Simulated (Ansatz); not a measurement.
`C[Se]B[SiH3]` + CH₃SH → `CSB[SiH3]` + `C[SeH]` at 298.15 K and 1 bar (ligand exchange at a B–Se bond).

Calculated with Ansatz (gas phase, PBE0-D4/def2-TZVP geometries, no zero-point term in ΔE). CCSD(T)/CBS is the MP2 limit (def2-TZVPP, def2-QZVPP) plus CCSD(T) − MP2 in def2-TZVPP, frozen cores. This one scheme is used for every species. For Se outer-core shells are correlated without core-valence functions, which leaves a few kJ/mol of doubt a bond. Scalar relativity is left out up to krypton. Each species was taken in one conformer, which may not be the lowest.

```json
{"species": "`C[Se]B[SiH3]`", "CCSD(T)/CBS energy (Eh)": "-2756.84434", "H − E (kJ/mol)": "219.1", "S (J/(mol·K))": "363.8"}
{"species": "CH₃SH", "CCSD(T)/CBS energy (Eh)": "-438.22835", "H − E (kJ/mol)": "133.0", "S (J/(mol·K))": "253.2"}
{"species": "`CSB[SiH3]`", "CCSD(T)/CBS energy (Eh)": "-753.91766", "H − E (kJ/mol)": "221.4", "S (J/(mol·K))": "350.9"}
{"species": "`C[SeH]`", "CCSD(T)/CBS energy (Eh)": "-2441.15625", "H − E (kJ/mol)": "129.5", "S (J/(mol·K))": "267.5"}
```

H − E and S are ideal-gas, rigid-rotor, harmonic terms from PBE0-D4/def2-TZVP, for one conformer and one mirror image of each species. 1 Eh = 2625.50 kJ/mol, R = 8.31446 J/(mol·K).

**Question.** By hand: ΔE, ΔH, ΔS and ΔG.

**Answer.** ΔE = (-753.91766) + (-2441.15625) − (-2756.84434) − (-438.22835) = -0.00122 Eh = -3.2 kJ/mol. Δ(H − E) = 221.4 + 129.5 − 219.1 − 133.0 = -1.2, so ΔH = -4.4 kJ/mol. ΔS = 350.9 + 267.5 − 363.8 − 253.2 = 1.4 J/(mol·K). ΔG = -4.4 − 298.15 × (1.4)/1000 = -4.8 kJ/mol.

**Question.** By hand: the equilibrium constant, and the temperature at which ΔG would vanish if ΔH and ΔS stayed fixed.

**Answer.** log₁₀ K = −ΔG/(RT ln 10) = 0.8. ΔH and −TΔS have one sign here, so there is no such temperature. One of them is within its doubt of zero, so this could turn.

The number of gas molecules stays the same, so ΔS is small and ΔH decides. The sign of ΔG lies within the doubt. A doubt of 5 kJ/mol in ΔE shifts log₁₀ K by 0.9 here. Other conformers and mirror images would add mixing entropy, several J/(mol·K) or more a flexible species. These are equilibria of isolated gas molecules and say nothing of rates. Largest T1 diagnostic: 0.015 (customary marks: 0.02 for closed shells, 0.045 for open ones).
